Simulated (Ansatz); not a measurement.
Si2H6OF4, closed shell: at a first-order saddle point.

Input (in.yaml):

```yaml
crystal:
  periodic: [false, false, false]
  atoms:
    - {symbol: Si, position_ang: [-0.944343, 0.400963, 0.939671]}
    - {symbol: O, position_ang: [0.220249, -0.168765, -0.201757]}
    - {symbol: Si, position_ang: [0.070886, 0.002933, -1.894963]}
    - {symbol: F, position_ang: [-1.916142, 0.893471, -0.274045]}
    - {symbol: F, position_ang: [-0.578690, 1.822811, 1.531654]}
    - {symbol: H, position_ang: [-1.884862, -0.500126, 1.601698]}
    - {symbol: H, position_ang: [1.251544, -0.663674, 1.805612]}
    - {symbol: F, position_ang: [0.289962, -0.315830, 2.243763]}
    - {symbol: H, position_ang: [1.218256, -0.591708, 0.242628]}
    - {symbol: F, position_ang: [2.037976, -0.945015, 0.989291]}
    - {symbol: H, position_ang: [-0.001048, 1.433466, -2.243708]}
    - {symbol: H, position_ang: [1.333075, -0.599994, -2.381083]}
    - {symbol: H, position_ang: [-1.096762, -0.768631, -2.358762]}
basis:
  gaussian: {orbitals: def2-TZVPP}
hamiltonian: {xc: pbe}
correlation: {method: rpa}
```

Run by:

```bash
ansatz run in.yaml --threads 4 --pin off --events-out ev --progress --plain --max-ram 46080MiB --backend cuda --devices 0, --max-vram 37GiB
```

The run's output (Ansatz 0.2.0):

```
Functional definition: PBE
  name "PBE"
  cite "Perdew, Burke & Ernzerhof, Phys. Rev. Lett. 77, 3865 (1996) doi:10.1103/PhysRevLett.77.3865"
  parent pbe
  parameter kappa = 0.804
  parameter beta = 0.06672455060314922
  exchange = pbe_x(kappa = kappa, mu = beta*pi^2/3)
  correlation = pbe_c(beta = beta)
1985 factors; integrals over basis functions are off by at most 1.1e-3 eV
mean field evaluation 1: about -28750.5517 eV, gradient 8.0e1 eV
mean field evaluation 2: about -28750.5467 eV, gradient 8.0e1 eV
mean field evaluation 4: about -28758.9355 eV, gradient 1.5e1 eV
mean field evaluation 8: about -28759.3835 eV, gradient 8.8e-1 eV
mean field evaluation 16: about -28759.3836 eV, gradient 5.5e-4 eV
mean field -28759.38364469 eV, -1056.8878551321 hartree, gradient 1.8e-6 eV, S^2 0.000000; 0 other end points of the search recorded, 0 dependent functions left out
15 core orbitals not correlated: weight in the atoms' cores, before any rotation towards them, 1.000 or more for the frozen orbitals, at most 0.000 for the correlated occupied ones
reference -28689.69140417 eV, -1054.3267125319 hartree; 24, 24 occupied and 284, 284 virtual orbitals, 1985 factors
Total energy: -28754.85586704 eV, -1056.7214623724 hartree
```

Time: 2.3 s of wall clock on 4 CPU threads of an AMD EPYC 7R13 and a share of one NVIDIA H100; the host was shared. Peak host memory: 1.5 GiB.
